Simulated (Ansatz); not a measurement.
Consider the formal hydrolysis of a B–C bond: `CBCC(O)=S` + H₂O → `CBO` + `CC(O)=S`.

Program: Ansatz. Geometries: PBE0-D4/def2-TZVP. ΔE: electronic, gas phase. CCSD(T)/CBS adds triple-zeta CCSD(T) − MP2 to the extrapolated MP2 energy (def2 sets, frozen cores). This one scheme is used for every species. DFT in def2-TZVPP. B3LYP here is the variant with VWN-RPA as its local correlation; programs differ in this. One conformer a species, not always the lowest.

```csv
level,ΔE (kJ/mol),difference from CCSD(T)/CBS
B3LYP-D4,-164.5,-7.9
ωB97X-V,-162.9,-6.3
ωB97M-V,-162.8,-6.2
PBE,-161.5,-4.9
r2SCAN,-163.7,-7.1
PBE0,-161.6,-5.0
HF/def2-TZVPP,-179.4,-22.8
SCS-MP2/def2-TZVPP,-164.5,-7.9
CCSD/def2-TZVPP,-163.1,-6.5
MP2/def2-QZVPP,-157.3,-0.7
CCSD(T)/CBS,-156.6,0
```

Largest T1 diagnostic among the species: 0.017.

The D4 term adds +7.7 kJ/mol with B3LYP and +4.6 kJ/mol with PBE0; it sums over pairs of atoms, weighted by their polarisabilities, and B3LYP, whose exchange is more repulsive, gets the larger term. In def2-TZVPP, CCSD(T) changes the Hartree–Fock value by +18.0 kJ/mol (the triples alone add +1.7 kJ/mol) and MP2 by +19.1 kJ/mol.
